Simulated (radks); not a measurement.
All-electron atom: Pd IV in [Kr] 4d7. Calculated with a radial shooting solver on a logarithmic mesh with Libxc functionals: scalar-relativistic Kohn-Sham, PBE, spin-polarised, spherical densities, finite nucleus; open shells are filled with parallel spins first (spin-orbit coupling, left out, can overturn this in heavy ions); Fermi nuclear charge, rms radius 4.5318 fm.

Unscreened Slater integrals over Kohn-Sham orbitals (cm^-1). They are taken over the spin-up orbitals.

\begin{tabular}{lr}
integral & value \\ \hline
F0(4d,4d) & 152740 \\
F2(4d,4d) & 76967 \\
F4(4d,4d) & 50569 \\
F0(4d,4p) & 169350 \\
F2(4d,4p) & 84351 \\
G1(4d,4p) & 106260 \\
G3(4d,4p) & 65165 \\
F0(4d,4s) & 174680 \\
G2(4d,4s) & 78407 \\
F0(4p,4p) & 192780 \\
F2(4p,4p) & 101380 \\
F0(4p,4s) & 200800 \\
G1(4p,4s) & 136500 \\
F0(4s,4s) & 210070 \\
\end{tabular}

Derived for the open shells (J is the average intra-shell exchange parameter used in DFT+U). 4d: Racah B = F2/49 - 5 F4/441 = 997.4 cm^-1, C = 35 F4/441 = 4013 cm^-1, C/B = 4.02, F4/F2 = 0.657, J = (F2 + F4)/14 = 9110 cm^-1.
